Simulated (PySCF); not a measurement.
Ge(H)(OMe) (CH4GeO), SMILES C[O][GeH] (connectivity only; charge and spin as stated), neutral, multiplicity 1.

Geometry optimised at ωB97X-D3(BJ)/def2-TZVP.

Method: TDDFT-B3LYP/def2-SVPD (PySCF).

Vertical excitations. Isolated molecule, no solvent. State labels are in the subgroup Cs.

Computed excitation energies, oscillator strengths and character:
```tsv
state	symmetry	energy (eV)	λ (nm)	f	main pairs
S1	A"	3.30	375	0.015	HOMO→LUMO 99 %
S2	A"	4.74	261	0.006	HOMO−2→LUMO 99 %
S3	A'	5.39	230	0.068	HOMO−1→LUMO 94 %
S4	A'	5.88	211	0.058	HOMO→LUMO+1 92 %
S5	A'	6.39	194	0.174	HOMO→LUMO+2 96 %
S6	A'	7.19	173	0.067	HOMO→LUMO+3 88 %
S7	A"	7.30	170	0.002	HOMO−1→LUMO+1 99 %
S8	A'	7.46	166	0.065	HOMO−2→LUMO+1 91 %
S9	A"	7.80	159	0.005	HOMO−3→LUMO 78 %, HOMO→LUMO+7 12 %
S10	A'	7.91	157	0.247	HOMO→LUMO+4 89 %
T1	A"	2.29	540	0	HOMO→LUMO 99 %
T2	A'	4.19	296	0	HOMO−1→LUMO 98 %
T3	A"	4.43	280	0	HOMO−2→LUMO 98 %
T4	A'	4.97	249	0	HOMO→LUMO+1 94 %
```
Triplets are in the Tamm–Dancoff approximation, which puts them higher than full response would, so one can lie above its singlet here.
